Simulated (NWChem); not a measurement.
System: AlHSeF₂; SMILES [F][Al]([F])[SeH]

The following NWChem deck was run.

```
start job
memory heap 200 mb stack 900 mb global 1100 mb
geometry units angstroms noautosym nocenter noautoz
  Al     0.002154    -0.986196     0.000000
  F     -1.397312    -1.865265     0.000000
  F      1.446924    -1.791608     0.000000
  Se    -0.073422     1.295825     0.000000
  H      1.397928     1.350312     0.000000
end
basis spherical
  * library 6-31g*
end
dft
  xc hfexch
  iterations 150
end
property
  shielding
end
task dft property
```

Excerpt of the output:

```
             Northwest Computational Chemistry Package (NWChem) 7.3.0
             --------------------------------------------------------

                             Geometry "geometry" -> ""
                             -------------------------

 Output coordinates in angstroms (scale by  1.889725989 to convert to a.u.)

  No.       Tag          Charge          X              Y              Z
 ---- ---------------- ---------- -------------- -------------- --------------
    1 Al                  13.0000     0.00215400    -0.98619600     0.00000000
    2 F                    9.0000    -1.39731200    -1.86526500     0.00000000
    3 F                    9.0000     1.44692400    -1.79160800     0.00000000
    4 Se                  34.0000    -0.07342200     1.29582500     0.00000000
    5 H                    1.0000     1.39792800     1.35031200     0.00000000

 Effective nuclear repulsion energy (a.u.)     304.0800060375

  xc_inp: hfexch multiplicative factor not found.
                              NWChem Property Module
                              ----------------------

  itol2e modified to match energy
  convergence criterion.

                                 NWChem DFT Module
                                 -----------------

 Summary of "ao basis" -> "ao basis" (spherical)
 ------------------------------------------------------------------------------
       Tag                 Description            Shells   Functions and Types
 ---------------- ------------------------------  ------  ---------------------
 Al                          6-31g*                  8       18   4s3p1d
 F                           6-31g*                  6       14   3s2p1d
 Se                          6-31g*                 12       32   5s4p3d
 H                           6-31g*                  2        2   2s

  itol2e modified to match energy
  convergence criterion.

            General Information
            -------------------
          SCF calculation type: DFT
          Wavefunction type:  closed shell.
          No. of atoms     :     5
          No. of electrons :    66
           Alpha electrons :    33
            Beta electrons :    33
          Charge           :     0
          Spin multiplicity:     1
          Use of symmetry is: off; symmetry adaption is: off
          Maximum number of iterations: 150
          AO basis - number of functions:    80
                     number of shells:    34
          Convergence on energy requested:  1.00D-07
          Convergence on density requested:  1.00D-05
          Convergence on gradient requested:  5.00D-04

              XC Information
              --------------
                     Hartree-Fock (Exact) Exchange  1.000

      Superposition of Atomic Density Guess
      -------------------------------------

 Sum of atomic energies:       -2840.60689056

      Non-variational initial energy
      ------------------------------

 Total energy =   -2841.016382
 1-e energy   =   -4563.991788
 2-e energy   =    1418.895401
 HOMO         =      -0.315978
 LUMO         =      -0.041434

   convergence    iter        energy       DeltaE   RMS-Dens  Diis-err
 ---------------- ----- ----------------- --------- --------- ---------
 d= 0,ls=0.0,diis     1  -2841.0097814451 -3.15D+03  9.13D-03  7.85D-01
 d= 0,ls=0.0,diis     2  -2841.0739497842 -6.42D-02  2.85D-03  3.18D-01
 d= 0,ls=0.0,diis     3  -2841.0988275928 -2.49D-02  9.87D-04  2.27D-03
 d= 0,ls=0.0,diis     4  -2841.0996120553 -7.84D-04  2.79D-04  1.54D-04
 d= 0,ls=0.0,diis     5  -2841.0996731692 -6.11D-05  1.01D-04  1.21D-05
  Resetting Diis
 d= 0,ls=0.0,diis     6  -2841.0996789935 -5.82D-06  1.94D-05  9.43D-07
 d= 0,ls=0.0,diis     7  -2841.0996792901 -2.97D-07  5.86D-06  1.65D-07
 d= 0,ls=0.0,diis     8  -2841.0996793273 -3.72D-08  2.10D-06  4.06D-08

         Total DFT energy =    -2841.099679327293
      One electron energy =    -4566.970472149071
           Coulomb energy =     1546.168345243158
    Exchange-Corr. energy =     -124.377558458872
 Nuclear repulsion energy =      304.080006037491

 Numeric. integr. density =        0.000000000000

                       DFT Final Molecular Orbital Analysis
                       ------------------------------------

 Vector   31  Occ=2.000000D+00  E=-5.370172D-01
              MO Center=  2.9D-01,  1.1D+00, -2.6D-14, r^2= 2.2D+00
   Bfn.  Coefficient  Atom+Function         Bfn.  Coefficient  Atom+Function
  ----- ------------  ---------------      ----- ------------  ---------------
    57      0.518713  4 Se px                80      0.294624  5 H  s
    79      0.262579  5 H  s                 53     -0.230659  4 Se px
    56      0.209019  4 Se s                 58      0.171188  4 Se py
    60     -0.155435  4 Se s                 22      0.118941  2 F  py
     8     -0.113785  1 Al py                61      0.109205  4 Se px

 Vector   32  Occ=2.000000D+00  E=-4.513900D-01
              MO Center= -7.1D-02,  1.1D+00,  3.4D-14, r^2= 2.3D+00
   Bfn.  Coefficient  Atom+Function         Bfn.  Coefficient  Atom+Function
  ----- ------------  ---------------      ----- ------------  ---------------
    58      0.591974  4 Se py                54     -0.259890  4 Se py
    56     -0.249790  4 Se s                  8     -0.234575  1 Al py
    62      0.221210  4 Se py                 6     -0.208154  1 Al s
    57     -0.198749  4 Se px                60      0.107238  4 Se s
    36      0.105544  3 F  py                52      0.104602  4 Se s

 Vector   33  Occ=2.000000D+00  E=-3.822576D-01
              MO Center= -5.6D-02,  1.2D+00, -2.9D-14, r^2= 2.0D+00
   Bfn.  Coefficient  Atom+Function         Bfn.  Coefficient  Atom+Function
  ----- ------------  ---------------      ----- ------------  ---------------
    59      0.703734  4 Se pz                63      0.379288  4 Se pz
    55     -0.301689  4 Se pz                 9      0.099201  1 Al pz
    51      0.090063  4 Se pz                15      0.055463  1 Al d -1
     5     -0.040061  1 Al pz                75     -0.037938  4 Se d -1
    23     -0.033979  2 F  pz                37     -0.033559  3 F  pz

 Vector   34  Occ=0.000000D+00  E= 7.083051D-02
              MO Center=  6.5D-02, -6.4D-01,  7.9D-13, r^2= 5.6D+00
   Bfn.  Coefficient  Atom+Function         Bfn.  Coefficient  Atom+Function
  ----- ------------  ---------------      ----- ------------  ---------------
    10      1.658462  1 Al s                 60     -0.633394  4 Se s
    62      0.574395  4 Se py                12      0.305579  1 Al py
    38     -0.268047  3 F  s                 24     -0.253670  2 F  s
    56      0.238759  4 Se s                 58      0.227415  4 Se py
     2     -0.191399  1 Al s                 16      0.111563  1 Al d  0

 Vector   35  Occ=0.000000D+00  E= 8.489145D-02
              MO Center=  3.7D-03, -9.6D-01, -1.3D-12, r^2= 5.6D+00
   Bfn.  Coefficient  Atom+Function         Bfn.  Coefficient  Atom+Function
  ----- ------------  ---------------      ----- ------------  ---------------
    13      0.918634  1 Al pz                63     -0.313331  4 Se pz
     9      0.282198  1 Al pz                59     -0.207677  4 Se pz
    27     -0.168931  2 F  pz                41     -0.169040  3 F  pz
    23     -0.135168  2 F  pz                37     -0.135541  3 F  pz
     5     -0.122451  1 Al pz                55      0.087113  4 Se pz

 Vector   36  Occ=0.000000D+00  E= 1.255243D-01
              MO Center= -8.9D-02,  7.0D-01,  3.8D-13, r^2= 5.1D+00
   Bfn.  Coefficient  Atom+Function         Bfn.  Coefficient  Atom+Function
  ----- ------------  ---------------      ----- ------------  ---------------
    80      1.176021  5 H  s                 60     -0.966296  4 Se s
    61     -0.814109  4 Se px                12      0.586010  1 Al py
    10      0.438533  1 Al s                  6     -0.314343  1 Al s
    11     -0.311365  1 Al px                57     -0.286741  4 Se px
    56      0.183685  4 Se s                 79      0.174091  5 H  s

     Multipole analysis of the density
     ---------------------------------

     L   x y z        total         alpha         beta         nuclear
     -   - - -        -----         -----         ----         -------
     0   0 0 0     -0.000000    -33.000000    -33.000000     66.000000

     1   1 0 0      0.274879      0.726949      0.726949     -1.179019
     1   0 1 0      0.390943      0.501648      0.501648     -0.612352
     1   0 0 1      0.000000      0.000000      0.000000      0.000000

     2   2 0 0    -32.777191    -85.224751    -85.224751    137.672310
     2   1 1 0      1.076288      2.767341      2.767341     -4.458394
     2   1 0 1     -0.000000     -0.000000     -0.000000      0.000000
     2   0 2 0    -34.515493   -252.519629   -252.519629    470.523766
     2   0 1 1      0.000000      0.000000      0.000000      0.000000
     2   0 0 2    -28.142871    -14.071436    -14.071436      0.000000

          -----------------------------------------
          Chemical Shielding Tensors (GIAO, in ppm)
          -----------------------------------------

                                NWChem CPHF Module
                                ------------------

  scftype          =     RHF
  nclosed          =       33
  nopen            =        0
  variables        =     1551
  # of vectors     =        3
  tolerance        = 0.10D-03
  level shift      = 0.00D+00
  max iterations   =       50
  max subspace     =       30

 SCF residual:    1.1490175189549963E-004

Iterative solution of linear equations
  No. of variables     1551
  No. of equations        3
  Maximum subspace       30
        Iterations       50
       Convergence  1.0D-04

   iter   nsub   residual    time
   ----  ------  --------  ---------
     1      3    7.85D-01      40.8
     2      6    1.52D-01      46.7
     3      9    2.24D-02      56.3
     4     12    4.19D-03      63.1
     5     15    5.31D-04      68.9
     6     18    9.58D-05      74.8

      Atom:    1  Al
        Diamagnetic
    792.2511      0.0767     -0.0000
      0.0767    794.0032     -0.0000
     -0.0000     -0.0000    784.4589

        Paramagnetic
   -292.5644      5.2523      0.0000
      5.2523   -182.5423      0.0000
      0.0000      0.0000   -297.9473

        Total Shielding Tensor
    499.6867      5.3289      0.0000
      5.3289    611.4609      0.0000
      0.0000      0.0000    486.5117

           isotropic =     532.5531
          anisotropy =     118.7420

          Principal Components and Axis System
                 1           2           3
              611.7144    499.4332    486.5117

      1         0.0475      0.9989     -0.0000
      2         0.9989     -0.0475      0.0000
      3         0.0000      0.0000      1.0000

      Atom:    2  F
        Diamagnetic
    480.2802     13.4879     -0.0000
     13.4879    469.0127     -0.0000
     -0.0000     -0.0000    459.4600

        Paramagnetic
    -85.2907     57.7415      0.0000
     57.7415    -91.8301     -0.0000
      0.0000     -0.0000   -113.3296

        Total Shielding Tensor
    394.9895     71.2294      0.0000
     71.2294    377.1826     -0.0000
      0.0000     -0.0000    346.1303

           isotropic =     372.7675
          anisotropy =     127.6534

          Principal Components and Axis System
                 1           2           3
              457.8697    346.1303    314.3024

      1         0.7497      0.0000     -0.6618
      2         0.6618     -0.0000      0.7497
      3        -0.0000      1.0000      0.0000

      Atom:    3  F
        Diamagnetic
    481.5698    -12.8138      0.0000
    -12.8138    467.9019      0.0000
      0.0000      0.0000    459.4634

        Paramagnetic
    -81.8497    -55.3323      0.0000
    -55.3323    -92.8442     -0.0000
      0.0000     -0.0000   -119.6261

        Total Shielding Tensor
    399.7201    -68.1461      0.0000
    -68.1461    375.0578     -0.0000
      0.0000     -0.0000    339.8373

           isotropic =     371.5384
          anisotropy =     127.6550

          Principal Components and Axis System
                 1           2           3
              456.6417    339.8373    318.1361

      1         0.7675     -0.0000      0.6411
      2        -0.6411     -0.0000      0.7675
      3         0.0000      1.0000      0.0000

      Atom:    4  Se
        Diamagnetic
   3000.7605      0.8521     -0.0000
      0.8521   3002.9339     -0.0000
     -0.0000     -0.0000   2993.1595

        Paramagnetic
   -217.0253    201.7076      0.0000
    201.7076   -667.4999     -0.0000
      0.0000     -0.0000   -594.5623

        Total Shielding Tensor
   2783.7352    202.5598     -0.0000
    202.5598   2335.4340     -0.0000
     -0.0000     -0.0000   2398.5971

           isotropic =    2505.9221
          anisotropy =     533.6674

          Principal Components and Axis System
                 1           2           3
             2861.7004   2398.5971   2257.4688

      1         0.9333      0.0000     -0.3592
      2         0.3592     -0.0000      0.9333
      3         0.0000      1.0000      0.0000

      Atom:    5  H
        Diamagnetic
     46.5200      3.1263     -0.0000
      3.1263     22.8529     -0.0000
     -0.0000     -0.0000     17.4124

        Paramagnetic
      0.5550     -0.2211     -0.0000
     -0.2211      4.2012      0.0000
     -0.0000      0.0000      4.9551

        Total Shielding Tensor
     47.0750      2.9052     -0.0000
      2.9052     27.0541      0.0000
     -0.0000      0.0000     22.3675

           isotropic =      32.1655
          anisotropy =      22.9838

          Principal Components and Axis System
                 1           2           3
               47.4880     26.6411     22.3675

      1         0.9900     -0.1408      0.0000
      2         0.1408      0.9900      0.0000
      3         0.0000      0.0000      1.0000
```

Level: Hartree-Fock/6-31G* (spherical d), GIAO. Structure relaxed at the PBE0/def2-SVP level. The printed shielding anisotropy is the first printed principal value minus the mean of the other two.
